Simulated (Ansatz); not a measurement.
`O=C=[N][GeH]([Cl])[Cl]` + `[F][Ge]([F])([F])[SeH]` → `[Cl][GeH]([Cl])[SeH]` + `O=C=[N][Ge]([F])([F])[F]`  (redistribution)

Gas-phase electronic energies from Ansatz, PBE0-D4/def2-TZVP geometries. CCSD(T)/CBS adds triple-zeta CCSD(T) − MP2 to the extrapolated MP2 energy (def2 sets, frozen cores). Functionals use def2-TZVPP. HSE06 is defined as in plane-wave codes. For Ge, Se outer-core shells are correlated without core-valence functions, which leaves a few kJ/mol of doubt a bond. Scalar relativity is left out up to krypton. One conformer a species, not always the lowest.

| level | ΔE (kJ/mol) |
| --- | --- |
| PBE0-D4 | 6.4 |
| CAM-B3LYP-D4 | 9.1 |
| HSE06 | 6.1 |
| HF/CBS(def2) | -0.3 |

(1) What does CCSD(T)/CBS give? (Estimate.)

Largest T1 diagnostic among the species: 0.014.

Results:

(1) Computed: +5.4 kJ/mol. The listed levels differ from it by 1.0, 3.7, 0.7, -5.7 kJ/mol.

From r2SCAN to r2SCAN0 (25 % exact exchange), in def2-TZVPP and without D4, ΔE moves by −3.1 kJ/mol. Leaving LDA and LC-ωPBE aside and taking each functional with its dispersion term where it has one, the values, not all of them listed here, spread over 8.8 kJ/mol, from PBE-QIDH to BLYP-D4.
